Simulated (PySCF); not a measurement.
Atoms are numbered as in `[BH2:1][NH:2][BH:3][B:4]([Cl:5])[Cl:6]`; H(Xn) means a hydrogen on atom n.

Geometry: PBE0-D3(BJ)/def2-SVP; GIAO shifts from PySCF, gas phase, non-relativistic, averaged over equivalent atoms.

At PBE0/pcSseg-1 (136 basis functions, 24 s wall time on 1 thread of an Intel Xeon, shared host):
```csv
atoms,δ (ppm)
B4,73.1
B3,56.3
B1,53.5
N2,195.3
Cl5/Cl6,330.4
H(N2),7.55
H(B3),6.04
H(B1),5.51
```

Scale: ¹¹B (100.73 ppm) against BF3·OEt2; ¹⁵N (265.67 ppm) vs NH3; ³⁵Cl (943.27 ppm) against HCl; ¹H (31.27 ppm) against TMS (reference shieldings calculated alike).

Problem. What do these become at HF/pcSseg-2?

Solution. 
```
  atoms  δ at HF/pcSseg-2  change
     B4              73.1    +0.0
     B3              56.1    -0.2
     B1              50.9    -2.6
     N2             160.3   -35.0
Cl5/Cl6             209.3  -121.1
  H(N2)              6.66   -0.89
  H(B3)              5.46   -0.58
  H(B1)              5.03   -0.48
```

δ = σ(ref) − σ, references computed at the same level: ¹¹B (σref 114.51) against BF3·OEt2; NH3 for ¹⁵N (σref 260.75); ³⁵Cl (σref 944.88) against HCl; ¹H (σref 31.68) vs TMS.

The largest change is at Cl5/Cl6 (chlorine bonded to B). Cost: 286 basis functions, 45 s wall time on 1 thread of an Intel Xeon, shared host.

Experimental scales use liquid or dissolved standards, which lie at an offset from isolated NH3 (liquid NH3: subtract about 20 ppm). Unscaled 15N shifts of sp2 nitrogen come out 20 to 40 ppm too high even then.
